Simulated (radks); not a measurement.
Problem. These are the eigenvalues of the occupied orbitals of an atom or ion with whole-number occupations (hartree). All-electron calculation, Dirac Kohn-Sham, PBE, spin-unpolarised, spherical densities, finite nucleus; Fermi nuclear charge, rms radius of each element as measured or else 0.836 A^(1/3) + 0.57 fm. Program: a radial shooting solver on a logarithmic mesh with Libxc functionals.

orbital  eigenvalue
1s1/2     -2710.005
2s1/2     -471.8858
2p1/2     -451.9059
2p3/2     -395.6375
3s1/2     -110.0214
3p1/2     -101.0600
3p3/2     -88.78957
3d3/2     -73.74183
3d5/2     -71.08380
4s1/2     -23.43698
4p1/2     -19.67185
4p3/2     -16.78985
4d3/2     -10.60365
4d5/2     -10.06978
5s1/2      -3.63728
5p1/2      -2.47793
4f5/2      -2.24256
4f7/2      -2.13949
5p3/2      -2.02993
5d3/2      -0.53652
5d5/2      -0.49681
6s1/2      -0.47992

Which element is it, and in what charge state? The configuration may be excited. Open shells, if any, fill j = l - 1/2 first.

Solution. Z = 76, osmium, charge +1: Os+ in [Xe] 4f14 5d6 6s1. The list shows which subshells hold electrons but not how many an open one holds; the 1s level, -2710 hartree, gives Z - s = 73.6 by -(Z - s)^2/2, which with screening and relativity narrows Z to a few neighbours, and the depths of the outer levels then fix element, charge and occupations together.
